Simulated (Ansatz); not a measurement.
Computed with Ansatz on PBE0-D4/def2-TZVP structures; ΔE is electronic, products minus reactants. CCSD(T)/CBS is the MP2 limit (def2-TZVPP, def2-QZVPP) plus CCSD(T) − MP2 in def2-TZVPP, frozen cores. This one scheme is used for every species. Functionals use def2-TZVPP. Each species was taken in one conformer, which may not be the lowest.

`CB/C=C/Cl` + `C[SiH2]N` → `CBN[SiH2]C` + `C=CCl`  (ligand exchange at a B–C bond)

`CB/C=C/Cl`:

```xyz
11

C     1.142   -0.794   -0.757
B     0.531    0.623   -0.535
C    -0.681    0.941    0.367
C    -1.313   -0.021    1.040
Cl   -2.665    0.239    2.061
H     1.147   -1.020   -1.830
H     2.203   -0.774   -0.476
H     0.670   -1.629   -0.236
H     1.044    1.545   -1.110
H    -1.052    1.957    0.476
H    -1.026   -1.065    1.001
```

`C[SiH2]N`:

Cartesian coordinates in Å:
```
C 0.844 -0.702 0.867
Si -0.393 -0.306 -0.480
N -0.772 1.357 -0.705
H 1.014 -1.781 0.927
H 0.487 -0.363 1.843
H 1.806 -0.221 0.673
H -1.670 -1.003 -0.164
H 0.147 -0.806 -1.775
H -1.350 1.847 -0.043
H -0.113 1.980 -1.143
```

`CBN[SiH2]C`:

Z-matrix (Å, degrees):
```
C
B 1 1.569
H 1 1.096 2 109.5
H 1 1.095 2 110.2 3 115.4
H 1 1.093 2 115.7 3 -122.0
N 2 1.406 1 122.9 3 116.4
H 2 1.204 1 119.6 3 -63.2
Si 6 1.748 2 128.1 1 -0.3
H 6 1.009 2 116.2 1 -179.8
C 8 1.864 6 112.4 2 -70.2
H 8 1.489 6 106.0 2 169.4
H 8 1.487 6 109.9 2 52.1
H 10 1.092 8 110.9 6 60.5
H 10 1.093 8 110.6 6 -179.6
H 10 1.093 8 110.8 6 -59.5
```

`C=CCl`:

Z-matrix (Å, degrees):
```
C
C 1 1.320
H 1 1.083 2 119.4
H 1 1.083 2 122.2 3 180.0
Cl 2 1.721 1 123.5 3 -180.0
H 2 1.083 1 123.6 3 -0.0
```

| level | ΔE (kJ/mol) | difference from CCSD(T)/CBS |
| --- | --- | --- |
| ωB97X-V | -106.1 | 0.3 |
| B2PLYP | -103.4 | 3.0 |
| PBE0 | -100.2 | 6.2 |
| MP2/def2-TZVPP | -105.3 | 1.1 |
| SCS-MP2/def2-TZVPP | -106.1 | 0.3 |
| MP2/def2-QZVPP | -104.5 | 1.9 |
| SCS-MP2/def2-QZVPP | -105.3 | 1.1 |
| HF/CBS(def2) | -103.8 | 2.6 |
| MP2/CBS(def2) | -104.0 | 2.4 |
| CCSD/CBS(def2) | -106.6 | -0.2 |
| CCSD(T)/CBS | -106.4 | 0 |

Largest T1 diagnostic among the species: 0.011.

The D4 term adds −4.4 kJ/mol with B3LYP and −2.5 kJ/mol with PBE0; it sums over pairs of atoms, weighted by their polarisabilities, and B3LYP, whose exchange is more repulsive, gets the larger term.

B3LYP here is the variant with VWN-RPA as its local correlation; programs differ in this.
